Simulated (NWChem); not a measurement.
Molecule: CH₆OSi; SMILES CO[SiH3]

Problem. Give the equilibrium geometry at PBE0/def2-SVP (NWChem) as a list of bonds and angles, with the point group.

Solution. point group Cs; any orientation.
Bonded distances (Å): Si1–O2 1.663, Si1–H4 1.487, Si1–H5 1.498, Si1–H6 1.498, O2–C3 1.399, C3–H7 1.106, C3–H8 1.101, C3–H9 1.106. Bond angles (°): O2–Si1–H4 106.6, O2–Si1–H5 111.0, O2–Si1–H6 111.0, H4–Si1–H5 110.1, H4–Si1–H6 110.1, H5–Si1–H6 108.1, Si1–O2–C3 124.1, O2–C3–H7 112.2, O2–C3–H8 108.8, O2–C3–H9 112.2, H7–C3–H8 107.8, H7–C3–H9 107.9, H8–C3–H9 107.8.
